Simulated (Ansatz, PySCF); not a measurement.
Species: sum formula HSO, net charge 0, doublet state. It need not be the lowest isomer of its formula. 
Coordinates optimised at B3LYP-D3(BJ)/def2-TZVP (Ansatz, an electronic-structure program):
SMILES: O[S]
```xyz
3

O     -0.0524     0.0068    -1.0363
S     -0.0259    -0.0170     0.6033
H      0.8344     0.2184    -1.3626
```
Charge 0, spin multiplicity 2.

Quantity: atomisation energy (electronic, to ground-state atoms), in kcal/mol. Cores are frozen in the correlated levels unless marked. UHF or UKS for open shells. No spin-orbit coupling. Non-relativistic. The coupled-cluster limit lacks core correlation, which all-electron functionals hold. CBS(X,Y): correlation extrapolated as X^-3; Hartree-Fock from the larger set.

```csv
level,program,atomisation energy (kcal/mol)
BLYP/def2-TZVPD,Ansatz,190.3
M06-L-D4/def2-TZVPD,PySCF + dftd4,180.9
B3LYP-D4/def2-TZVPD,Ansatz + dftd4,___
PBE0-D3(BJ)/def2-TZVPD,Ansatz + dftd3,___
TPSSh/def2-TZVPD,PySCF,___
PW6B95-D3(BJ)/def2-TZVPD,PySCF + dftd3,186.5
LC-wPBE-D4/def2-TZVPD,Ansatz + dftd4,184.6
SCS-MP2/6-31G*,Ansatz,156.0
CCSD/STO-3G,Ansatz,130.8
CCSD/6-31G,Ansatz,114.6
"CCSD(T)/CBS(def2-TZVPPD,def2-QZVPPD)",Ansatz,185.6
```

**Question.** What belongs in the gaps?

**Answer.** 
- B3LYP-D4/def2-TZVPD, atomisation energy (kcal/mol): 186.0
- PBE0-D3(BJ)/def2-TZVPD, atomisation energy (kcal/mol): 184.7
- TPSSh/def2-TZVPD, atomisation energy (kcal/mol): 183.4
